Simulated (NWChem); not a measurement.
Molecule: MoNH2O2Cl; SMILES [NH]=[Mo](=[O])([OH])[Cl]

```xyz
7

Mo     0.0423    -0.2706     0.0255
O      0.9427    -0.7646     1.3395
N      0.8552    -0.7604    -1.4081
H      1.6919    -1.1964    -1.7961
Cl    -0.1086     2.0102     0.0002
O     -1.6389    -1.0773     0.0665
H     -2.0406    -1.5541    -0.6695
```
Atoms are numbered in this order, from 1.

All runs: NWChem. All runs use the structure optimised with PBE0/def2-SVP. def2 effective core potentials on Mo; no spin-orbit coupling. Level MN15/def2-SVP: energy and gradient on several grids; changes count from the extra-fine grid, which is no exact limit either.

Q: Which is the coarsest grid (medium; xcoarse; xfine; fine; coarse) from which on the energy stays within 100 μHa and each gradient component within 200 μHa/bohr of xfine?

A: medium.
```tsv
grid	size of the energy change (μHa)	largest change of a gradient component (μHa/bohr)	time, medium = 1 (rough)
xcoarse	20000	8000	about 1
coarse	900	400	about 1
medium	< 10	60	about 1
fine	< 10	< 30	about 1
xfine	< 10	< 30	2
```
